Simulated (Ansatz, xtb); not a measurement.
**Two isomers of C4H9BF2**

We compare X, `CC(C)(C)B(F)F`, a singlet, with Y, `CC[C@H](C)B(F)F`, a singlet. Both are isolated molecules in the gas phase, relaxed with B3LYP/def2-SVP; the shapes shown needn't be the lowest conformers.

X (Å):

| atom | x (Å) | y (Å) | z (Å) |
| --- | --- | --- | --- |
| C | -2.6360 | -0.0371 | -0.7709 |
| C | -1.0987 | -0.2026 | -0.8463 |
| C | -0.5357 | 0.6196 | -2.0191 |
| C | -0.4702 | 0.2724 | 0.4861 |
| B | -0.7825 | -1.7392 | -1.0150 |
| F | -1.1764 | -2.6251 | -0.1081 |
| F | -0.1183 | -2.2363 | -2.0504 |
| H | -3.1291 | -0.3598 | -1.7031 |
| H | -3.0683 | -0.6189 | 0.0584 |
| H | -2.8983 | 1.0231 | -0.6104 |
| H | -0.7647 | 1.6911 | -1.8881 |
| H | -0.9654 | 0.3021 | -2.9827 |
| H | 0.5588 | 0.5199 | -2.0983 |
| H | -0.8523 | -0.3022 | 1.3445 |
| H | -0.7063 | 1.3363 | 0.6617 |
| H | 0.6285 | 0.1770 | 0.4779 |

Y (Å):

```xyz
16

C    -1.3786   -1.6574   -0.3033
C    -0.5261   -0.4107   -0.5485
C     0.4234   -0.0652    0.6130
C     1.1758    1.2649    0.3673
B     1.4904   -1.1815    0.9023
F     1.9618   -1.9791   -0.0487
F     2.0193   -1.3506    2.1082
H    -2.0552   -1.8551   -1.1497
H    -2.0013   -1.5474    0.6006
H    -0.7520   -2.5553   -0.1703
H     0.0647   -0.5445   -1.4720
H    -1.1875    0.4544   -0.7364
H    -0.1744    0.0605    1.5355
H     1.8066    1.2089   -0.5358
H     1.8256    1.5330    1.2156
H     0.4638    2.0936    0.2184
```

Quicker runs give these differences E(Y) − E(X): GFN2-xTB +2.10 kJ/mol; HF/STO-3G −3.91 kJ/mol (at GFN2-xTB geometries); r2SCAN-D4/def2-SVP +1.87 kJ/mol (at GFN2-xTB geometries).

Task: Estimate which is lower in electronic energy at CCSD(T)/def2-SVP + ΔMP2/def2-TZVPP, and by roughly how much.

Result: Too close to call at this level: CCSD(T)/def2-SVP + ΔMP2/def2-TZVPP gives E(Y) − E(X) = +3.54 kJ/mol.

How the difference moves with the method:

```csv
level,geometry,E(Y) − E(X) (kJ/mol),departure from the last row (kJ/mol),"job, with rough time for the two"
GFN2-xTB,GFN2-xTB,+2.10,−1.44,"optimisation, 0.26 s"
HF/STO-3G,GFN2-xTB,−3.91,−7.45,"single point, 0.36 s"
r2SCAN-D4/def2-SVP,GFN2-xTB,+1.87,−1.67,"single point, 3.7 s"
B3LYP/def2-SVP,B3LYP/def2-SVP,−3.95,−7.49,"optimisation, 71 s"
HF/def2-SVP,B3LYP/def2-SVP,−4.39,−7.93,part of the CCSD(T) run
MP2/def2-SVP,B3LYP/def2-SVP,+4.19,+0.65,part of the CCSD(T) run
CCSD(T)/def2-SVP,B3LYP/def2-SVP,+3.01,−0.53,single point
CCSD(T)/def2-SVP + ΔMP2/def2-TZVPP,B3LYP/def2-SVP,+3.54,,"single point, 80 s"
```

As drawn, both hold the same kinds of bond in the same numbers. Structure X has 3 methyl groups, Y 2.

The largest departure from CCSD(T)/def2-SVP + ΔMP2/def2-TZVPP is that of HF/def2-SVP, 7.93 kJ/mol. A small imaginary or near-zero mode remains, so no thermal terms are given. The last row adds to CCSD(T) the change of the MP2 difference between the two basis sets, here +0.53 kJ/mol.

The correlated steps freeze 7 core orbitals. Run with Ansatz 0.2.0, xtb 6.7.1; the last row on 4 threads of Arm Neoverse V1 on a shared host.
